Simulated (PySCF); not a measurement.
Shifts of the heteroatoms

Numbering as in the mapped SMILES `[CH3:1][CH2:2][P:3]1(=[O:4])[CH:5]=[CH:6][CH2:7][CH:8]=[CH:9]1`; H(Xn) means a hydrogen on atom n.

[PySCF 2.14: geometry from GFN2-xTB; shielding tensors at PBE0/pcSseg-1 (GIAO); non-relativistic; isolated molecule; one averaged value for each set of equivalent atoms; one computed conformer]

**Question.** What are the 31P shifts?

**Answer.** 
```json
{"atoms": "P3", "environment": "phosphorus bonded to 3 C, O, in a 6-membered ring", "σ (ppm)": "333.6", "δ (ppm)": "-6.3"}
```

Shieldings were converted by a linear fit to measured shifts: 31P (scatter 18.1 ppm rms vs H3PO4, solution or neat liquid). A few per cent of atoms miss by over 2 rms, more outside the fitted compound classes.

On a 300 MHz spectrometer 31P resonates near 121.4 MHz, so 1 ppm is 121.4 Hz.

**Question.** Predict the 17O NMR data.

**Answer.** 
```
atoms  environment  σ (ppm)  δ (ppm)
   O4   P=O oxygen    223.6     63.0
```

Shieldings were converted by a linear fit to measured shifts: 17O (scatter 10.7 ppm rms, 12.2 ppm with the 3 outliers that the fit left out vs liquid water, solution or neat liquid). A few per cent of atoms miss by over 2 rms, more outside the fitted compound classes.

On a 400 MHz spectrometer 17O resonates near 54.2 MHz, so 1 ppm is 54.2 Hz.
